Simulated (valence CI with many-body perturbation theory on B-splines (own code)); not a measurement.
I³⁰⁺: fill in the table

Level of theory: relativistic CI+MBPT: five valence electrons over a frozen Dirac-Fock core [Ar], radial functions for each j: 7 s, 7 p, 8 d, 6 f, 4 g, 1 h, with the one-electron correlation potential Σ1 (screened to all orders), the two-electron term Σ2, the three-electron term Σ3, Breit, model QED; selected single and double excitations, second order for the rest, scaled by the run's own slope (own B-spline code, finite nucleus).

No measured spectrum was set against this ion. As an estimate, large intervals hold to a few tenths of a per cent, small ones and those within an open d or f shell to about a per cent. Only levels of the ground parity were solved; by the run's estimate the other parity begins above the list, which can be wrong where configurations are misplaced.

| Level | E (cm⁻¹) |
| --- | --- |
| (3d3/2^4 3d5/2) J=5/2 [a] | 0.0 |
| (3d3/2^4 3d5/2) J=5/2 [b] | 89228 |
| (3d3/2^3 3d5/2^2) J=7/2 [a] | ? |
| (3d3/2^3 3d5/2^2) J=3/2 [a] | 147420 |
| (3d3/2^3 3d5/2^2) J=11/2 | 150470 |
| (3d3/2^3 3d5/2^2) J=9/2 | 165780 |
| (3d3/2^3 3d5/2^2) J=5/2 | ? |
| (3d3/2^3 3d5/2^2) J=1/2 | 177830 |
| (3d3/2^3 3d5/2^2) J=7/2 [b] | 207840 |
| (3d3/2^2 3d5/2^3) J=5/2 [a] | 217100 |
| (3d3/2^2 3d5/2^3) J=7/2 [a] | 239080 |
| (3d3/2^2 3d5/2^3) J=11/2 | 242460 |
| (3d3/2^3 3d5/2^2) J=3/2 [b] | ? |
| (3d3/2^2 3d5/2^3) J=1/2 [a] | 256170 |
| (3d3/2^2 3d5/2^3) J=9/2 [a] | 257600 |
| (3d3/2^2 3d5/2^3) J=3/2 [a] | ? |
| (3d3/2^2 3d5/2^3) J=13/2 | ? |
| (3d3/2^2 3d5/2^3) J=5/2 [b] | ? |
| (3d3/2^2 3d5/2^3) J=9/2 [b] | 308100 |
| (3d3/2^2 3d5/2^3) J=7/2 [b] | 320320 |

Levels are named by their leading jj configuration (3d3/2^4 stands for four electrons in 3d with j = 3/2), which in mixed levels can hold well under half, so a name can repeat and another be missing. Letters in brackets count levels of one name in rising energy.

Question: The levels stand in rising order. What does the calculation give for the missing energies?

Answer: (3d3/2^3 3d5/2^2) J=7/2 [a] 142760; (3d3/2^3 3d5/2^2) J=5/2 167590; (3d3/2^3 3d5/2^2) J=3/2 [b] 248080; (3d3/2^2 3d5/2^3) J=3/2 [a] 265980; (3d3/2^2 3d5/2^3) J=13/2 266950; (3d3/2^2 3d5/2^3) J=5/2 [b] 281600.
